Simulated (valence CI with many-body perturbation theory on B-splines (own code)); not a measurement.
## Ta67+: calculated level list

Method: valence CI with perturbative core correlation (CI+MBPT): four valence electrons over a frozen Dirac-Fock core [He], a basis of 11 s, 11 p, 10 d, 8 f, 5 g, 2 h functions for each j, with the one-electron correlation potential Σ1, the two-electron term Σ2, the three-electron term Σ3, Breit, model QED; selected CI, second order for the rest, scaled by the run's own slope (own B-spline code, finite nucleus).

The last digits are not significant, and no measured levels were compared; by estimate large intervals hold to a few tenths of a per cent, small ones and those within an open d or f shell to about a per cent. Among the levels kept, up to 1300 cm⁻¹ of a level comes from second order outside the variational space, and about a tenth of that is noise between levels of different J, which matters for small intervals.

Levels 46 to 90 of 219, with energies above the lowest level, (2s^2 2p1/2^2) J=0. "Leading %" is the weight of the configuration and term that name the level; weights of strongly mixed levels are sums over their largest components and can fall short. In the jj column 3d3/2^4 stands for four electrons in 3d with j = 3/2.

```
No.  Configuration  Term  J  E (× 10³ cm⁻¹)  Leading %      g    Second component                    Leading jj
 46      2s 2p2 3s    3P  1           94114         65  1.544   20 % 2s 2p2 3s 5P      2s 2p1/2 2p3/2 3s (98 %)
 47      2s 2p2 3s    3D  3           94201         63  1.419   37 % 2s 2p2 3s 5P      2s 2p1/2 2p3/2 3s (99 %)
 48      2s 2p2 3s    3P  2           94410         38  1.209   36 % 2s 2p2 3s 3D      2s 2p1/2 2p3/2 3s (99 %)
 49      2s 2p2 3p   5P°  1           94619         39  1.860  31 % 2s 2p2 3p 5D°  2s 2p1/2 2p3/2 3p1/2 (100 %)
 50      2s 2p2 3p   5D°  2           94705         46  1.329  19 % 2s 2p2 3p 3D°  2s 2p1/2 2p3/2 3p1/2 (100 %)
 51      2s 2p2 3s    3P  0           94845         99                                 2s 2p1/2 2p3/2 3s (99 %)
 52      2s 2p2 3s    1P  1           94855         45  0.880   44 % 2s 2p2 3s 3D      2s 2p1/2 2p3/2 3s (99 %)
 53      2s 2p2 3s    3P  1           94903         72  1.446   14 % 2s 2p2 3s 3D      2s 2p1/2 2p3/2 3s (99 %)
 54      2s 2p2 3s    1D  2           94928         39  1.194   34 % 2s 2p2 3s 3P      2s 2p1/2 2p3/2 3s (99 %)
 55      2s 2p2 3p   3D°  3           94955         33  1.201  28 % 2s 2p2 3p 3F°  2s 2p1/2 2p3/2 3p1/2 (100 %)
 56      2s 2p2 3p   3P°  2           95264         43  1.459  17 % 2s 2p2 3p 3D°   2s 2p1/2 2p3/2 3p1/2 (99 %)
 57      2s 2p2 3p   3P°  0           95518         49         27 % 2s 2p2 3p 5D°   2s 2p1/2 2p3/2 3p1/2 (99 %)
 58      2s 2p2 3p   3D°  1           95526         59  0.887  15 % 2s 2p2 3p 3P°   2s 2p1/2 2p3/2 3p1/2 (99 %)
 59      2s 2p2 3p   3F°  2           95547         45  0.903  23 % 2s 2p2 3p 1D°  2s 2p1/2 2p3/2 3p1/2 (100 %)
 60      2s 2p2 3p   1P°  1           95933         29  1.120  21 % 2s 2p2 3p 3D°   2s 2p1/2 2p3/2 3p1/2 (99 %)
 61      2s2 2p 3p    3D  3           96262         98  1.309                           2s^2 2p3/2 3p3/2 (98 %)
 62      2s2 2p 3p    1P  1           96267         54  1.322   37 % 2s2 2p 3p 3S       2s^2 2p3/2 3p3/2 (98 %)
 63      2s2 2p 3p    3P  2           96511         64  1.302   34 % 2s2 2p 3p 1D       2s^2 2p3/2 3p3/2 (98 %)
 64      2s2 2p 3p    1S  0           96728         66          32 % 2s2 2p 3p 3P       2s^2 2p3/2 3p3/2 (98 %)
 65      2s2 2p 3d   3D°  2           96985         50  1.021  24 % 2s2 2p 3d 1D°       2s^2 2p3/2 3d3/2 (98 %)
 66      2s2 2p 3d   3F°  3           97052         53  1.063  33 % 2s2 2p 3d 1F°       2s^2 2p3/2 3d3/2 (97 %)
 67      2s2 2p 3d   3P°  1           97084         56  1.067  38 % 2s2 2p 3d 3D°       2s^2 2p3/2 3d3/2 (98 %)
 68      2s2 2p 3d   3P°  0           97118         98                                  2s^2 2p3/2 3d3/2 (98 %)
 69         2p3 3s   3P°  2           97138         46  1.478     23 % 2p3 3s 5S°       2p1/2^2 2p3/2 3s (96 %)
 70         2p3 3s   1P°  1           97211         30  1.156     26 % 2p3 3s 3D°       2p1/2^2 2p3/2 3s (94 %)
 71      2s2 2p 3d   3F°  4           97718         95  1.231                           2s^2 2p3/2 3d5/2 (95 %)
 72      2s 2p2 3p   5D°  3           97812         50  1.475  30 % 2s 2p2 3p 5P°   2s 2p1/2 2p3/2 3p3/2 (97 %)
 73      2s2 2p 3d   3P°  2           97823         43  1.226  39 % 2s2 2p 3d 1D°       2s^2 2p3/2 3d5/2 (94 %)
 74         2p3 3p    3P  1           97846         31  1.473      19 % 2p3 3p 5P    2p1/2^2 2p3/2 3p1/2 (97 %)
 75         2p3 3p    3D  2           97857         25  1.152      20 % 2p3 3p 3F    2p1/2^2 2p3/2 3p1/2 (97 %)
 76      2s 2p2 3p   3P°  1           97905         27  1.538  26 % 2s 2p2 3p 5P°   2s 2p1/2 2p3/2 3p3/2 (98 %)
 77      2s2 2p 3d   3D°  3           97965         62  1.209  32 % 2s2 2p 3d 1F°       2s^2 2p3/2 3d5/2 (93 %)
 78      2s 2p2 3p   3D°  2           98036         45  1.401  16 % 2s 2p2 3p 5S°   2s 2p1/2 2p3/2 3p3/2 (96 %)
 79      2s2 2p 3d   1P°  1           98070         60  1.077  26 % 2s2 2p 3d 3P°       2s^2 2p3/2 3d5/2 (96 %)
 80      2s 2p2 3p   3P°  0           98143         79         14 % 2s 2p2 3p 5D°  2s 2p1/2 2p3/2 3p3/2 (100 %)
 81      2s 2p2 3p   3F°  4           98150         60  1.309  36 % 2s 2p2 3p 5D°   2s 2p1/2 2p3/2 3p3/2 (96 %)
 82      2s 2p2 3p   3P°  2           98265         51  1.385  19 % 2s 2p2 3p 1D°   2s 2p1/2 2p3/2 3p3/2 (98 %)
 83      2s 2p2 3p   3D°  3           98358         53  1.269  26 % 2s 2p2 3p 1F°   2s 2p1/2 2p3/2 3p3/2 (98 %)
 84      2s 2p2 3p   1P°  1           98389         40  1.150  14 % 2s 2p2 3p 3S°   2s 2p1/2 2p3/2 3p3/2 (97 %)
 85      2s 2p2 3d    5F  2           98479         44  1.142   17 % 2s 2p2 3d 3P   2s 2p1/2 2p3/2 3d3/2 (99 %)
 86      2s 2p2 3d    5D  1           98502         48  1.150   22 % 2s 2p2 3d 5F  2s 2p1/2 2p3/2 3d3/2 (100 %)
 87      2s 2p2 3d    5D  0           98515         82          16 % 2s 2p2 3d 3P  2s 2p1/2 2p3/2 3d3/2 (100 %)
 88      2s 2p2 3d    5F  3           98559         49  1.155   17 % 2s 2p2 3d 3F   2s 2p1/2 2p3/2 3d3/2 (98 %)
 89      2s 2p2 3p   3D°  2           98783         37  1.343  26 % 2s 2p2 3p 3P°   2s 2p1/2 2p3/2 3p3/2 (99 %)
 90      2s 2p2 3p   3D°  3           98803         46  1.165  34 % 2s 2p2 3p 3F°   2s 2p1/2 2p3/2 3p3/2 (99 %)
```
